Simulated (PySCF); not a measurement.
AlClBr2, SMILES [Cl][Al]([Br])[Br]. Geometry optimised at r2SCAN-D4/def2-SVP. The structure was generated by enumeration; whether it is a known compound was not checked.

Computed equilibrium geometry at r2SCAN-D4/def2-SVP (PySCF confirms it by a frequency run) as Cartesian coordinates in Å, and its point group:
point group C2v.
```xyz
4

Al     0.0000     0.0000     0.4202
Cl     0.0000     0.0000     2.5065
Br     0.0000     1.9384    -0.6867
Br     0.0000    -1.9384    -0.6867
```
